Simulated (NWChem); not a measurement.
System: TiH$_{4}$O$_{3}$; SMILES [OH][TiH]([OH])[OH]

NWChem printed, in part:

```
             Northwest Computational Chemistry Package (NWChem) 7.3.0
             --------------------------------------------------------

 C3  symmetry detected

                             Geometry "geometry" -> ""
                             -------------------------

 Output coordinates in angstroms (scale by  1.889725989 to convert to a.u.)

  No.       Tag          Charge          X              Y              Z
 ---- ---------------- ---------- -------------- -------------- --------------
    1 Ti                  22.0000    -0.00000000     0.00000000    -0.22493958
    2 O                    8.0000     1.71292953     0.00000010     0.22001742
    3 H                    1.0000     2.35233722    -0.64810548     0.52800042
    4 O                    8.0000    -0.85646468    -1.48344053     0.22001742
    5 H                    1.0000    -1.73744442    -1.71313105     0.52800042
    6 O                    8.0000    -0.85646485     1.48344044     0.22001742
    7 H                    1.0000    -0.61489280     2.36123653     0.52800042
    8 H                    1.0000    -0.00000000     0.00000000    -1.91574858

 Effective nuclear repulsion energy (a.u.)     238.4728721120

      Symmetry information
      --------------------

 Group name             C3
 Group number              5
 Group order               3
 No. of unique centers     4

                                 NWChem DFT Module
                                 -----------------

 Summary of "ao basis" -> "ao basis" (spherical)
 ------------------------------------------------------------------------------
       Tag                 Description            Shells   Functions and Types
 ---------------- ------------------------------  ------  ---------------------
 Ti                         def2-svp                11       31   5s3p2d1f
 O                          def2-svp                 6       14   3s2p1d
 H                          def2-svp                 3        5   2s1p

      Symmetry analysis of basis
      --------------------------

        a          35
        e+         29
        e-         29

  Rotation of axis

            General Information
            -------------------
          SCF calculation type: DFT
          Wavefunction type:  closed shell.
          No. of atoms     :     8
          No. of electrons :    50
           Alpha electrons :    25
            Beta electrons :    25
          Charge           :     0
          Spin multiplicity:     1
          Use of symmetry is: on ; symmetry adaption is: on
          Maximum number of iterations: 150
          AO basis - number of functions:    93
                     number of shells:    41
          Convergence on energy requested:  1.00D-06
          Convergence on density requested:  1.00D-05
          Convergence on gradient requested:  5.00D-04

              XC Information
              --------------
                        M06-L Method XC Functional
                         M06-L Exchange Functional  1.000
                       M06-L Correlation Potential  1.000

             Grid Information
             ----------------
          Grid used for XC integration:  medium
          Radial quadrature: Mura-Knowles
          Angular quadrature: Lebedev.
          Tag              B.-S. Rad. Rad. Pts. Rad. Cut. Ang. Pts.
          ---              ---------- --------- --------- ---------
          Ti                  1.40      112          10.0       590
          O                   0.60       49          10.0       434
          H                   0.35       45          11.0       434
          Grid pruning is: on
          Number of quadrature shells:   251
          Spatial weights used:  Erf1

      Superposition of Atomic Density Guess
      -------------------------------------

 Sum of atomic energies:       -1074.32912423

      Non-variational initial energy
      ------------------------------

 Total energy =   -1074.641153
 1-e energy   =   -1947.171249
 2-e energy   =     634.057223
 HOMO         =      -0.375663
 LUMO         =      -0.009595

      Symmetry analysis of molecular orbitals - initial
      -------------------------------------------------

  Numbering of irreducible representations:

     1 a           2 e+          3 e-

  Orbital symmetries:

     1 a           2 a           3 a           4 e+          5 e+
     6 e+          7 e+          8 a           9 a          10 e+
    11 e+         12 a          13 a          14 e+         15 e+
    16 a          17 e+         18 e+         19 e+         20 e+
    21 a          22 e+         23 e+         24 a          25 a
    26 a          27 e+         28 e+         29 e+         30 e+
    31 a          32 e+         33 e+         34 a          35 a

     ---------------------------------------------
      Total Density - Mulliken Population Analysis
     ---------------------------------------------

    Atom       Charge   Shell Charges
 -----------   ------   -------------------------------------------------------
    1 Ti  22    19.73   2.00  2.00  2.00  0.40  0.08  6.00  6.00  0.29  0.42  0.48  0.06
    2 O    8     8.99   1.99  1.12  0.66  3.21  2.00  0.00
    3 H    1     0.65   0.52  0.07  0.06
    4 O    8     8.99   1.99  1.12  0.66  3.21  2.00  0.00
    5 H    1     0.65   0.52  0.07  0.06
    6 O    8     8.99   1.99  1.12  0.66  3.21  2.00  0.00
    7 H    1     0.65   0.52  0.07  0.06
    8 H    1     1.35   0.76  0.59  0.00

   convergence    iter        energy       DeltaE   RMS-Dens  Diis-err
 ---------------- ----- ----------------- --------- --------- ---------
 d= 0,ls=0.0,diis     1  -1076.9180685616 -1.32D+03  5.21D-02  2.85D+00
 d= 0,ls=0.0,diis     2  -1059.8223772959  1.71D+01  4.17D-02  1.29D+02
 d= 0,ls=0.0,diis     3  -1076.9925401813 -1.72D+01  4.62D-03  3.92D+00
 d= 0,ls=0.0,diis     4  -1077.2121692490 -2.20D-01  1.29D-03  1.43D+00
 d= 0,ls=0.0,diis     5  -1077.2680991332 -5.59D-02  4.24D-03  9.17D-01
 d= 0,ls=0.0,diis     6  -1077.3653920488 -9.73D-02  9.65D-04  1.11D-02
  Resetting Diis
 d= 0,ls=0.0,diis     7  -1077.3670963284 -1.70D-03  1.54D-04  5.71D-04
 d= 0,ls=0.0,diis     8  -1077.3649631106  2.13D-03  1.18D-03  4.13D-04
 d= 0,ls=0.0,diis     9  -1077.3652220808 -2.59D-04  1.37D-04  1.81D-04
 d= 0,ls=0.0,diis    10  -1077.3652021997  1.99D-05  1.32D-04  3.39D-04
 d= 0,ls=0.0,diis    11  -1077.3652253904 -2.32D-05  6.45D-05  9.60D-05
 d= 0,ls=0.0,diis    12  -1077.3652385966 -1.32D-05  1.14D-05  1.42D-06
 d= 0,ls=0.0,diis    13  -1077.3652387912 -1.95D-07  3.13D-06  1.57D-07

         Total DFT energy =    -1077.365238791184
      One electron energy =    -1952.403956084648
           Coulomb energy =      705.890701511059
    Exchange-Corr. energy =      -69.324856329555
 Nuclear repulsion energy =      238.472872111960

 Numeric. integr. density =       49.999998341365

                  Occupations of the irreducible representations
                  ----------------------------------------------

                     irrep           alpha         beta
                     --------     --------     --------
                     a                11.0         11.0
                     e+               14.0         14.0
                     e-                0.0          0.0

                       DFT Final Molecular Orbital Analysis
                       ------------------------------------

 Vector   23  Occ=2.000000D+00  E=-2.974274D-01  Symmetry=e+
              MO Center=  3.5D-01, -3.6D-01,  1.4D-01, r^2= 3.1D+00
   Bfn.  Coefficient  Atom+Function         Bfn.  Coefficient  Atom+Function
  ----- ------------  ---------------      ----- ------------  ---------------
    37      0.404375  2 O  pz                56     -0.315456  4 O  pz
    40      0.306189  2 O  pz                59     -0.241511  4 O  pz
    73     -0.190832  6 O  px                18     -0.153386  1 Ti d  1
    54     -0.151342  4 O  px                76     -0.139329  6 O  px
    55      0.120621  4 O  py                57     -0.113944  4 O  px

 Vector   24  Occ=2.000000D+00  E=-2.884079D-01  Symmetry=a
              MO Center=  3.1D-14, -3.6D-14,  2.2D-01, r^2= 3.7D+00
   Bfn.  Coefficient  Atom+Function         Bfn.  Coefficient  Atom+Function
  ----- ------------  ---------------      ----- ------------  ---------------
    73      0.354080  6 O  px                55      0.329708  4 O  py
    36     -0.283577  2 O  py                76      0.273129  6 O  px
    58      0.257170  4 O  py                35     -0.216990  2 O  px
    39     -0.215902  2 O  py                38     -0.172303  2 O  px
     3     -0.152362  1 Ti s                 54     -0.137090  4 O  px

[...]

                         DFT ENERGY GRADIENTS

    atom               coordinates                        gradient
                 x          y          z           x          y          z
   1 Ti     -0.000000   0.000000  -0.425074    0.000000  -0.000000   0.005215
   2 O       3.236967   0.000000   0.415773   -0.010258   0.000558  -0.003026
   3 H       4.445273  -1.224742   0.997776   -0.000651  -0.000250  -0.000228
   4 O      -1.618484  -2.803296   0.415773    0.005612   0.008605  -0.003026
   5 H      -3.283294  -3.237348   0.997776    0.000109   0.000689  -0.000228
   6 O      -1.618484   2.803296   0.415773    0.004646  -0.009163  -0.003026
   7 H      -1.161979   4.462090   0.997776    0.000542  -0.000439  -0.000228
   8 H      -0.000000   0.000000  -3.620240   -0.000000   0.000000   0.004547
```

Level: M06-L/def2-SVP. All runs use the structure optimised with PBE0/def2-SVP.

**Question.** Write an input that gives this output.

**Answer.** This is not unique; one that fits is the input that was run:
```
start job
memory heap 200 mb stack 900 mb global 1100 mb
geometry units angstroms noautoz
  Ti     0.000000     0.000000    -0.144665
  O      0.460737    -1.649803     0.300292
  H      0.008502    -2.439971     0.608275
  O     -1.659140     0.425891     0.300292
  H     -2.117328     1.212623     0.608275
  O      1.198402     1.223911     0.300292
  H      2.108826     1.227348     0.608275
  H      0.000000     0.000000    -1.835474
end
basis spherical
  Ti library def2-svp
  O library def2-svp
  H library def2-svp
end
dft
  xc m06-l
  iterations 150
  mulliken
end
task dft gradient
```
